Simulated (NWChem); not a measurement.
Molecule: Si2HCl4, doublet; SMILES Cl[Si]([SiH]Cl)(Cl)Cl

```xyz
7

Cl    -0.3130    -2.9891     0.0176
Si     1.0982    -1.4770     0.0678
Si     0.0477     0.6020    -0.0283
Cl    -1.2811     0.9277     1.5065
Cl    -0.9599     0.7973    -1.8052
Cl     1.5297     2.0263     0.0700
H      1.9303    -1.6242     1.3017
```
Atoms are numbered in this order, from 1.

Computed with NWChem. Pople sets run with spherical d functions. Spin-unrestricted. Structure relaxed at the PBE0/def2-SVP, spin-unrestricted level. No stability test was run on the SCF state. Vzz is the largest principal value of the second derivative of the potential at the nucleus (NWChem prints the opposite sign); η is the asymmetry. Non-relativistic.

| level | Vzz Cl1 (a.u.) | η Cl1 | Vzz Cl4 (a.u.) | η Cl4 | Vzz Cl5 (a.u.) | η Cl5 | Vzz Cl6 (a.u.) | η Cl6 | relative time |
|---|---|---|---|---|---|---|---|---|---|
| PBE/6-31G* | 2.082 | 0.20 | 2.125 | 0.04 | 2.160 | 0.03 | 2.108 | 0.04 | 2 |
| PBE/cc-pVTZ | 1.980 | 0.20 | 2.006 | 0.05 | 2.032 | 0.03 | 1.990 | 0.04 | 10 |
| B3LYP/6-31G* | 2.055 | 0.19 | 2.142 | 0.03 | 2.167 | 0.02 | 2.114 | 0.03 | 2 |
| B3LYP/def2-SVP | 2.024 | 0.19 | 2.048 | 0.02 | 2.068 | 0.02 | 2.023 | 0.02 | 1 |

Times are rough ratios from one shared machine.
